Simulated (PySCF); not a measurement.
**How many f electrons in DyCl?**

Unrestricted PBE0; basis Dy x2c-SVPall, Cl x2c-SVPall; spin-free X2C with a Gaussian nucleus; PySCF 2.14. The search starts from ions with several 4f fillings and holds each by maximum overlap.

The lowest solution has 2Ms+1 = 6, about 9.7 4f electrons, near 2.48 Å.

The lowest solution of each spin and filling, followed along the bond (rough minima from three points):

| 2Ms+1 | 4f population | ⟨S²⟩ at the start | R at minimum (Å) | Te (eV) |
| --- | --- | --- | --- | --- |
| 6 | 9.73 | 8.76 | 2.48 | 0.00 |
| 4 | 9.99 | 4.76 | 2.52 | 0.24 |
| 6 | 9.09 | 8.76 | 2.40 | 0.66 |
| 8 | 9.02 | 15.76 | 2.44 | 1.28 |

Solutions at the starting distance of 2.470 Å, counted from the lowest; the search is not exhaustive:

```
2Ms+1  4f population  E (eV)   ⟨S²⟩  ⟨Lz²⟩  μ (D)
    6           9.73    0.00   8.76   11.2  -3.96
    6          10.00    0.21   8.75    9.0  -4.45
    4           9.99    0.26   4.76   11.7  -4.31
    4          10.00    0.27   4.76   11.6  -4.29
    4           9.99    0.32   4.76    9.0  -4.33
    6           9.09    0.69   8.76   10.1  -2.79
    4          10.00    0.85   4.76   14.0  -4.24
    4           9.98    1.12   4.77    7.4  -4.30
    8           9.02    1.29  15.76   13.9  -4.27
    8           9.02    1.30  15.76   14.0  -4.37
    8           9.03    1.44  15.75   11.0  -2.92
    8           9.03    1.46  15.75   11.3  -2.90
    8           9.03    1.70  15.75   11.0  -2.69
```

Partly filled real f orbitals mix terms, so no term symbols are given. A population far from a whole number shows f orbitals mixing with d and ligand orbitals, not a clean configuration. A positive dipole means Dy(−)Cl(+).

Spin–orbit coupling is left out. With d or f electrons several states lie close, and the lowest PBE0 determinant need not be the measured ground state.
